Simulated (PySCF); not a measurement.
CH₆N₂Si.
Structure used (GFN2-xTB), in Å, numbered top down from 1:
```xyz
10
CH6N2Si angstrom
C      1.9480   -0.4892   -0.2420
N      0.8292   -0.0574   -0.5774
Si    -0.4874    0.6985    0.2596
N     -1.9399   -0.1947   -0.0013
H      2.5911   -0.9520   -0.9890
H      2.3629   -0.4384    0.7712
H     -0.3616    0.7936    1.7163
H     -0.6205    1.9802   -0.4217
H     -2.0109   -1.1155    0.4027
H     -2.3021   -0.2204   -0.9410
```

Computed with TDDFT PBE0/def2-SVPD, vertical, gas phase, core orbitals frozen in the response (PySCF).

Frontier orbitals with the atoms that hold most of them (Löwdin shares over 4%, at most four atoms; ? is withheld):

| orbital | ε (eV) | atoms |
| --- | --- | --- |
| HOMO-3 | -10.09 | Si3 23%, N2 22%, H7 19%, C1 16% |
| HOMO-2 | -9.22 | Si3 25%, H8 24%, N2 20%, C1 15% |
| HOMO-1 | -7.64 | ? |
| HOMO | -6.89 | ? |
| LUMO | ? | C1 41%, N2 33%, Si3 7%, H5 6% |
| LUMO+1 | 0.69 | Si3 34%, N4 12%, H9 12%, H10 11% |
| LUMO+2 | 0.93 | C1 29%, Si3 17%, H6 14%, H7 10% |

(1) Which atoms hold the HOMO, and with what shares?

(2) Which atoms hold the HOMO-1, and with what shares?

(3) What is the LUMO energy, and the HOMO–LUMO gap?

## Answers

(1) N2 (bonded to C and Si) 56%; C1 (bonded to N and 2 H) 16%; Si3 (bonded to 2 N and 2 H) 10%; H6 (bonded to C) 6%.

(2) N4 (bonded to Si and 2 H) 70%; Si3 (bonded to 2 N and 2 H) 8%; H9 (bonded to N) 7%; H10 (bonded to N) 7%. By element: nitrogen 70% or more, hydrogen 14% or more, silicon 8%.

(3) ε(LUMO) = -0.85 eV; the gap is 6.04 eV (0.2218 hartree).

Question: How does S1 compare with the orbital gap of 6.04 eV?

Answer: S1 is at 3.96 eV (f = 0.0003), 2.08 eV below the gap, made of HOMO→LUMO (99%). 

Question: Give energy, strength and leading configuration of S1, S2, S3 and S5, and follow the Löwdin shares of the leading atoms from the occupied to the empty orbital.

Answer: 
- S1 (3.96 eV, f 0.0003), HOMO→LUMO (99%): N2 56% → 33%, C1 16% → 41%
- S2 (5.70 eV, f 0.048), HOMO-1→LUMO (97%): N4 70% → at most 7%, Si3 8% → 7%, C1 at most 7% → 41%, N2 at most 7% → 33%
- S3 (6.38 eV, f 0.0020), HOMO→LUMO+1 (91%): N2 56% → at most 11%, C1 16% → at most 11%, Si3 10% → 34%, N4 at most 7% → 12%
- S5 (6.91 eV, f 0.019), HOMO-1→LUMO+1 (92%): N4 70% → 12%, Si3 8% → 34%

Löwdin shares depend on the basis, the more so with diffuse functions.

On AMD EPYC 9R45, one thread, shared host with 96 logical CPUs at a one-minute load of 33, this took 3.8 s wall and 0.57 GiB of memory at its peak.

One conformer stands for the species.
